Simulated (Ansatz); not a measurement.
Consider the formal exchange of groups at the Si–F bond: `CB[SiH2][SiH2]F` + `[AlH3]` → `CB[SiH2][SiH2][AlH2]` + H–F.

Gas-phase electronic energies from Ansatz, PBE0-D4/def2-TZVP geometries. CCSD(T)/CBS is the MP2 limit (def2-TZVPP, def2-QZVPP) plus CCSD(T) − MP2 in def2-TZVPP, frozen cores. This one scheme is used for every species. DFT in def2-TZVPP. B3LYP here is the variant with VWN-RPA as its local correlation; programs differ in this. HSE06 is defined as in plane-wave codes. Each species was taken in one conformer, which may not be the lowest.

| level | ΔE (kcal/mol) | difference from CCSD(T)/CBS |
| --- | --- | --- |
| PBE-D4 | 18.0 | -4.9 |
| revPBE-D4 | 17.8 | -5.1 |
| BLYP-D4 | 24.9 | 2.0 |
| r2SCAN-D4 | 22.9 | 0.0 |
| B97M-V | 27.2 | 4.3 |
| PBE0-D4 | 18.9 | -4.0 |
| B3LYP-D4 | 25.3 | 2.4 |
| r2SCANh-D4 | 22.8 | -0.1 |
| r2SCAN0-D4 | 22.7 | -0.2 |
| HSE06-D4 | 18.9 | -4.0 |
| BHLYP-D4 | 27.1 | 4.2 |
| ωB97X-V | 25.0 | 2.1 |
| ωB97M-V | 25.2 | 2.3 |
| B2PLYP | 27.7 | 4.8 |
| PBE-QIDH | 22.1 | -0.8 |
| revPBE | 22.3 | -0.6 |
| BLYP | 29.6 | 6.7 |
| r2SCAN | 23.5 | 0.6 |
| PBE0 | 21.0 | -1.9 |
| B3LYP | 29.2 | 6.3 |
| r2SCANh | 23.5 | 0.6 |
| r2SCAN0 | 23.4 | 0.5 |
| HSE06 | 20.9 | -2.0 |
| BHLYP | 30.8 | 7.9 |
| CAM-B3LYP | 30.1 | 7.2 |
| LC-ωPBE | 23.9 | 1.0 |
| RPA@PBE/def2-TZVPP | 24.6 | 1.7 |
| HF/def2-SVP | 32.1 | 9.2 |
| MP2/def2-SVP | 23.6 | 0.7 |
| CCSD/def2-SVP | 23.7 | 0.8 |
| CCSD(T)/def2-SVP | 22.5 | -0.4 |
| HF/def2-TZVPP | 35.9 | 13.0 |
| MP2/def2-TZVPP | 24.1 | 1.2 |
| SCS-MP2/def2-TZVPP | 27.2 | 4.3 |
| CCSD(T)/def2-TZVPP | 23.1 | 0.2 |
| HF/def2-QZVPP | 36.6 | 13.7 |
| MP2/def2-QZVPP | 24.2 | 1.3 |
| SCS-MP2/def2-QZVPP | 27.2 | 4.3 |
| MP2/CBS(def2) | 23.8 | 0.9 |
| CCSD/CBS(def2) | 24.8 | 1.9 |
| CCSD(T)/CBS | 22.9 | 0 |

Largest T1 diagnostic among the species: 0.014.

Leaving LDA and LC-ωPBE aside and taking each functional with its dispersion term where it has one, the values, not all of them listed here, spread over 10.1 kcal/mol, from revPBE-D4 to CAM-B3LYP-D4. LDA lies −4.0 kcal/mol from PBE without D4. The D4 term adds −3.8 kcal/mol with B3LYP and −2.1 kcal/mol with PBE0; it sums over pairs of atoms, weighted by their polarisabilities, and B3LYP, whose exchange is more repulsive, gets the larger term. In def2-TZVPP, CCSD(T) changes the Hartree–Fock value by −12.8 kcal/mol (the triples alone add −1.9 kcal/mol) and MP2 by −11.8 kcal/mol.

CCSD(T)/CBS has its own doubt, a few kJ/mol and more with outer-core shells, so smaller differences from it don't rank the levels.
